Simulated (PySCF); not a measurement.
Al(Me)2(Cl) anion (C₂H₆AlCl), SMILES [CH3][Al]([CH3])[Cl] (connectivity only; charge and spin as stated), charge -1, multiplicity 2. Geometry optimised at B3LYP-D3(BJ)/def2-SVPD. The multiplicity is an assumed one; other spin states were not compared. The isomer is the one that the SMILES or the coordinates give; other isomers of the formula were not compared.

Level of theory: B3LYP-D3(BJ)/def2-SVPD run with PySCF 2.14.0.

Harmonic wavenumbers (cm⁻¹): 120, 131, 139, 140, 183, 340, 526, 541, 581, 624, 652, 693, 1154, 1155, 1407, 1410, 1412, 1422, 2960, 2962, 3034, 3036, 3064, 3064. Rotational constants (GHz): 4.801, 2.823, 1.964; symmetry number 1.

Question: Work out the zero-point energy and the ideal-gas rigid-rotor harmonic-oscillator thermochemistry at 298.15 K and 1 atm.

Answer: ZPE = ½ Σ hcν = ½ × 30751 cm⁻¹ = 43.96 kcal/mol. H − E(el) = 49.28 kcal/mol. Entropy in cal/(mol K): translation 39.49, rotation 26.89, vibration 18.07, spin 1.38, total 85.83. G − E(el) = 23.69 kcal/mol. Cp = 26.14 cal/(mol K). Modes under 150 cm⁻¹ make the vibrational entropy uncertain.
